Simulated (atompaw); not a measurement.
## How hard is this Br (Z = 35) PAW (atompaw) potential?

- Element: Br
- Generator: atompaw 4.2.0.5
- Type: PAW
- Functional: LDA (PW92)
- Relativity: scalar-relativistic
- Frozen core: [Ar]
- Valence charge: 17
- Reference configuration: 3d10 4s1 4p6
- Partial waves: 4s (bound): rc 1.25 bohr; 4s channel at -0.55 Ry: rc 1.25 bohr; 4p (bound): rc 1.20 bohr; 4p channel at 0.05 Ry: rc 1.25 bohr; 3d (bound): rc 1.25 bohr; 3d channel at -2.9 Ry: rc 1.10 bohr
- Local potential: troulliermartins scheme with l = 3 at 0 Ry, radius 0.90 bohr
- Core correction: smooth core density matched at 0.95 bohr
- Augmentation charge: besselshape compensation charge, radius 1.20 bohr; PAW radius 1.25 bohr; waves and projectors: custom polynom2 7 10 vanderbiltortho

The pseudo-atom Hamiltonian at the reference potential is diagonalised in spherical Bessel functions j_l(qr) that vanish at 20 bohr, with q² up to the cutoff. All-electron valence levels (Ry): 4s -1.5521, 4p -0.6316, 3d -5.0362.

Q: How do the lowest levels (Ry) of each channel move with the cutoff, and are there ghosts?

A:

| cutoff (Ry) | s #1 | s #2 | s #3 | p #1 | p #2 | p #3 | d #1 | f #1 | Σ f·Δε (mRy) |
| --- | --- | --- | --- | --- | --- | --- | --- | --- | --- |
| 8 | -1.6054 | -0.0385 | 0.0613 | -0.6174 | 0.0336 | 0.1176 | -1.7520 | 0.1182 | 32942.7 |
| 25 | -25.6627 | -1.5504 | -0.0344 | -0.6311 | 0.0333 | 0.1169 | -4.9591 | 0.1182 | 737.0 |
| 50 | -59.8789 | -1.5515 | -0.0345 | -7.3863 | -0.6297 | 0.0333 | -4.9997 | 0.1182 | 338.2 |
| 100 | -62.0001 | -1.5516 | -0.0345 | -10.3204 | -0.6304 | 0.0333 | -5.0097 | 0.1182 | 234.9 |
| 180 | -62.3174 | -1.5519 | -0.0345 | -11.1506 | -0.6307 | 0.0333 | -5.0147 | 0.1182 | 183.1 |
| 400 | -62.3554 | -1.5520 | -0.0345 | -13.4706 | -0.6314 | 0.0333 | -5.0325 | 0.1182 | 0.0 |

Result: ghost states, extra bound levels that the all-electron valence spectrum of the same l lacks: s at -848.4 eV, p at -183.3 eV (a true bound ghost makes a file unfit for plane-wave use); 10 mRy is reached at over 300 Ry and 1 mRy at over 300 Ry.
